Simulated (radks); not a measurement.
All-electron atom: I26+ in [Ar] 3d9 (the NIST ground configuration).

Calculated with a radial shooting solver on a logarithmic mesh with Libxc functionals: scalar-relativistic Kohn-Sham, SCAN, spin-polarised, spherical densities, finite nucleus; open shells are filled with parallel spins first (spin-orbit coupling, left out, can overturn this in heavy ions); meta-GGA in the generalised Kohn-Sham scheme; Fermi nuclear charge, rms radius 4.75 fm.

Energy parts (eV):
| part | energy |
|---|---|
| total | -184158.348 |
| kinetic | 193709.585 |
| electron-nucleus | -419674.753 |
| Hartree | 45932.687 |
| exchange-correlation | -4125.867 |

Orbitals (lengths in bohr, moments of r in powers of bohr; <r^-3> diverges for s and p1/2; r(90%) holds 90 % of the orbital's charge):
| orbital | occ. | eigenvalue (eV) | <r> | r(90%) | <r^-3> |
|---|---|---|---|---|---|
| 1s up | 1 | -33958.11 | 0.02722 | 0.0490 | - |
| 1s down | 1 | -33958.01 | 0.02722 | 0.0490 | - |
| 2s up | 1 | -6018.116 | 0.1168 | 0.180 | - |
| 2s down | 1 | -6015.363 | 0.1168 | 0.180 | - |
| 2p up | 3 | -5493.123 | 0.1022 | 0.166 | 5802 |
| 2p down | 3 | -5490.858 | 0.1022 | 0.166 | 5806 |
| 3s up | 1 | -1870.065 | 0.3060 | 0.447 | - |
| 3s down | 1 | -1866.092 | 0.3063 | 0.448 | - |
| 3p up | 3 | -1697.721 | 0.3023 | 0.451 | 1181 |
| 3p down | 3 | -1693.691 | 0.3026 | 0.451 | 1178 |
| 3d up | 5 | -1448.705 | 0.2756 | 0.428 | 165.7 |
| 3d down | 4 | -1444.073 | 0.2760 | 0.429 | 165.4 |

The highest occupied level is 3d down at -1444.1 eV. Summed over all electrons, <r^2> = 1.760 bohr^2, which gives a Langevin (diamagnetic) susceptibility term of -1.39 x 10^-6 cm^3/mol.

Empty levels of this run are not shown, since the potential may be unsettled where no density lies.
